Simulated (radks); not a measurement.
Results of a calculation; reference values are marked as such.
Task: The strontium ion Sr2+, [Kr]. Level of theory: non-relativistic Kohn-Sham, LDA (Slater exchange, Perdew-Wang correlation), spin-polarised, spherical densities, point nucleus (a radial shooting solver on a logarithmic mesh with Libxc functionals). Every spin shell is full or empty, so the densities are truly spherical. Functionals are evaluated on that one density, not self-consistently. Rank these exchange functionals by their error against the exact value of the orbitals, and give that value: LDA, B88, PBEsol, RPBE, PW91, PW86, WC, AM05, SOGGA, B86b, G96, r2SCAN, MS2, TASK.

Result: Exact: -101.574 hartree. From best to worst, with 100 (|E| - |E exact|)/|E exact| (equal figures are ties): PW91 0.00, PW86 -0.02, r2SCAN -0.03, B86b +0.04, B88 +0.05, RPBE -0.19, G96 +0.33, MS2 -0.46, WC -0.96, TASK -2.37, PBEsol -2.50, SOGGA -2.51, AM05 -5.01, LDA -5.44.
